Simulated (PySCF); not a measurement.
Bonding in `C#CC[P@](C)(=O)P(C)C`

C6H12OP2.
Atom-mapped SMILES: `[CH:1]#[C:2][CH2:3][P@:4]([CH3:5])(=[O:6])[P:7]([CH3:8])[CH3:9]` (hydrogens: H10 on C1; H11, H12 on C3; H13, H14, H15 on C5; H16, H17, H18 on C8; H19, H20, H21 on C9)

Structure used (GFN2-xTB), in Å, numbered top down from 1:
```xyz
21
C6H12OP2 angstrom
C      2.7941    0.5745    1.5378
C      2.3248    0.6376    0.4379
C      1.7106    0.6858   -0.8603
P      0.1479   -0.3142   -0.8828
C      0.7398   -2.0495   -0.8108
O     -0.6839   -0.0226   -2.0667
P     -0.8288    0.0572    1.0742
C     -1.2200    1.8174    0.6626
C     -2.4287   -0.6927    0.5306
H      3.2241    0.5326    2.4932
H      1.4403    1.7103   -1.1326
H      2.3720    0.2830   -1.6336
H      1.2941   -2.2637   -1.7232
H      1.3686   -2.1996    0.0619
H     -0.1259   -2.7071   -0.7636
H     -2.0227    2.1628    1.3130
H     -1.5315    1.9023   -0.3792
H     -0.3417    2.4358    0.8425
H     -3.2253   -0.3343    1.1811
H     -2.6429   -0.4221   -0.5036
H     -2.3738   -1.7766    0.6214
```

Bond orders from the PBE0/pcSseg-1 density (PySCF). Isolated species at its GFN2-xTB geometry (one conformer only).

(1) How far do the computed orders between heavy atoms stray from the drawn ones?

(2) Give the Mayer order of every bond, beside its length.

Answers

(1) The largest departure is 0.452, at C1–C2 (drawn triple, 2.548). Drawn single, order below 0.88: C3–P4 (0.871) and P4–P7 (0.868). Drawn double or triple, more than 0.30 short of the drawn order: C1–C2 (2.548).

(2) 
```csv
bond,drawn as,length (Å),Mayer order
C1–C2,triple,1.197,2.548
C2–C3,single,1.437,1.033
C3–P4,single,1.855,0.871
P4–C5,single,1.835,0.928
P4–O6,double,1.476,1.757
P4–P7,single,2.219,0.868
P7–C8,single,1.850,0.967
P7–C9,single,1.849,0.967
C1–H10,single,1.049,1.149
C3–H11,single,1.094,0.904
C3–H12,single,1.094,0.911
C5–H13,single,1.089,0.944
C5–H14,single,1.086,0.934
C5–H15,single,1.088,0.947
C8–H16,single,1.089,0.955
C8–H17,single,1.091,0.930
C8–H18,single,1.089,0.952
C9–H19,single,1.089,0.954
C9–H20,single,1.090,0.928
C9–H21,single,1.089,0.955
```

By pair of heavy elements: C–C: lowest C2–C3 (1.033, 1.437 Å), highest C1–C2 (2.548, 1.197 Å). C–P: lowest C3–P4 (0.871, 1.855 Å), highest P7–C8 and P7–C9 (0.967, 1.850 Å); in 2 of the 6 pairs the longer bond (by over 0.003 Å) has the higher order (by 0.02 or more). Bonds named together lie within 0.004.

Problem. Sum the orders of all bonds at each heavy atom with more than one neighbour and set the sums beside the valence in the SMILES.

Solution. C1 3.697 (drawn 4), C2 3.581 (drawn 4), C3 3.719 (drawn 4), P4 4.424 (drawn 5), C5 3.753 (drawn 4), P7 2.802 (drawn 3), C8 3.804 (drawn 4), C9 3.804 (drawn 4). Orders between atoms that aren't bonded are not in these sums.

Mayer orders depend on the basis set.
